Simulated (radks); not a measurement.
Values are calculated unless marked as measured or tabulated.
Question: Excited configurations of S2+: one electron is placed in a higher orbital outside [Ne] 3s2 3p1. The ground configuration is [Ne] 3s2 3p2. Level of theory: scalar-relativistic Kohn-Sham, PBE, spin-unpolarised, spherical densities, finite nucleus; Fermi nuclear charge, rms radius 3.2611 fm (a radial shooting solver on a logarithmic mesh with Libxc functionals). Excitation = E - E(ground); binding = E(ion) - E, where the ion is the core of charge +3; n* = 3/sqrt(2 binding) in atomic units, and the quantum defect is n - n*.

outer orbital  excitation (eV)  binding (eV)     n*  quantum defect  eigenvalue (eV)  <r> (bohr)
4p                      20.290        13.752  2.984           1.016          -11.524       4.284
4f                      26.133         7.909  3.935           0.065           -6.263       5.700
6d                      29.863         4.179  5.413           0.587           -3.588       14.11
7d                      31.012         3.030  6.357           0.643           -2.630       19.89
7f                      31.276         2.766  6.654           0.346           -2.383       20.87

Estimate the row for 7p.

Answer: excitation (eV) 30.464; binding (eV) 3.578; n* 5.850; quantum defect 1.150; eigenvalue (eV) -3.117; <r> (bohr) 17.33. The Delta-SCF ionisation energy is 34.042 eV (NIST Atomic Spectra Database: 34.86 eV, semi-empirical). Self-interaction in the functional shifts the binding energies and quantum defects, so they are the method's values and not measured ones. Spin polarisation and multiplet splitting are left out, so open shells lie too high by an amount that depends on their filling.

Beside tabulated values, note that spin-unpolarised runs miss the spin-polarisation part of the exchange energy of open shells.
